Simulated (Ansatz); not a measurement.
H$_{5}$NOSiZn, SMILES `[NH2][Zn][O][SiH3]`. Total charge 0; spin multiplicity 1. For Zn the d shell is correlated and the shells below it are frozen. Scalar relativity is left out up to krypton.

Cartesian coordinates in Å:
```
N -1.088 -2.020 1.755
Zn -0.524 -0.896 0.456
O -0.069 0.076 -0.942
Si 0.743 1.408 -1.380
H -0.356 -2.483 2.277
H -1.736 -1.623 2.422
H 0.335 2.597 -0.574
H 2.215 1.237 -1.202
H 0.479 1.705 -2.813
```

Q: Give the diagnostics of a CCSD(T)/def2-TZVPP run (frozen core, Ansatz). (Best estimate.)

A: Ansatz gave: T1 = 0.0153, largest single amplitude 0.022, largest double 0.033, (T) share of the correlation energy 3.3 %, 10 CCSD cycles. The RHF solution is stable towards an unrestricted one. T1 lies under the customary mark of 0.02 for closed shells.
